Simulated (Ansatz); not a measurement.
Molecule: ReO, charge 0, multiplicity 6. The spin state was set by rule; other spins were not relaxed. SMILES: [O]=[Re]
Geometry: optimised at B3LYP-D3(BJ)/def2-TZVP (Ansatz, an electronic-structure program).

Property: atomisation energy (electronic, to ground-state atoms), in kJ/mol. Correlated levels leave the core frozen unless marked. UHF or UKS for open shells. No spin-orbit coupling. Frozen are the shells of the preceding noble gas and the d and f shells that filled before the atom's block. Past Kr the def2 sets carry scalar-relativistic core potentials. The coupled-cluster limit lacks core correlation, which all-electron functionals hold. CBS marks a two-point X^-3 extrapolation of the correlation energy; Hartree-Fock from the larger set.

```
level                                        program  atomisation energy (kJ/mol)
------------------------------------  --------------  ---------------------------
SVWN5/def2-TZVPD                              Ansatz                            ?
revPBE-D3(BJ)/def2-TZVPD              Ansatz + dftd3                        539.5
r2SCAN/def2-TZVPD                             Ansatz                        528.2
r2SCAN-D4/def2-TZVPD                  Ansatz + dftd4                        528.7
B3LYP-D3(BJ)/def2-TZVPD               Ansatz + dftd3                        468.2
B3LYP/def2-TZVPD                              Ansatz                        464.3
PBE0/def2-TZVP                                Ansatz                        478.6
r2SCAN0-D4/def2-TZVPD                 Ansatz + dftd4                        450.3
CAM-B3LYP-D3(BJ)/def2-TZVPD           Ansatz + dftd3                        458.9
LC-wPBE-D4/def2-TZVPD                 Ansatz + dftd4                        502.7
wB97X/def2-TZVPD                              Ansatz                        402.3
B2GP-PLYP-D3(BJ)/def2-TZVPD           Ansatz + dftd3                        468.3
B2GP-PLYP-D4/def2-TZVPD               Ansatz + dftd4                        466.6
RPA@PBE/def2-QZVPP                            Ansatz                            ?
CCSD/def2-QZVPP                               Ansatz                        414.5
CCSD(T)/CBS(def2-TZVPPD,def2-QZVPPD)          Ansatz                        460.9
```

Complete the blanks.


- SVWN5/def2-TZVPD, atomisation energy (kJ/mol): 644.8
- RPA@PBE/def2-QZVPP, atomisation energy (kJ/mol): 437.3
